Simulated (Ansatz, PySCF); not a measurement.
C3HBrClF, SMILES FC=C=C(Cl)Br.

Geometry: B3LYP-D3(BJ)/def2-SVP. The structure was generated by enumeration, and PubChem lists no compound with its InChIKey, so it may never have been made.

Vertical ionisation energy (IE) and electron affinity (EA) in eV. Rows of orbital energies are one-electron estimates. Where ΔSCF, EOM or ADC give a negative EA the extra electron is unbound and the value depends on the basis.

```
level                                                                       IE     EA
------------------------------------------------------------------------  ----  -----
−ε(HOMO), −ε(LUMO), r2SCAN/def2-TZVP (PySCF)                              6.90   2.23
−ε(HOMO), −ε(LUMO), PBE/def2-TZVP (PySCF)                                 6.65   2.36
ΔSCF, CAM-B3LYP/def2-SVPD (Ansatz), final states of multiplicity 2 and 2   [?]    [?]
ΔSCF, PBE/def2-SVPD (Ansatz), final states of multiplicity 2 and 2        9.58  -0.02
```

Question: Some entries are withheld; supply them. (The exact figures need the calculation; the answer reports its results.)

Answer: 
- ΔSCF, CAM-B3LYP/def2-SVPD (Ansatz, a program for electronic structure), final states of multiplicity 2 and 2, IE: 10.01
- ΔSCF, CAM-B3LYP/def2-SVPD (Ansatz), final states of multiplicity 2 and 2, EA: -0.18

Question: What vertical singlet–triplet gap does ΔSCF give with CAM-B3LYP/def2-SVPD (Ansatz) and with PBE/def2-SVPD (Ansatz)? (Estimate from the structure and the level; the computed values follow.)

Answer: 3.93 and 3.85 eV (triplet above singlet where positive).
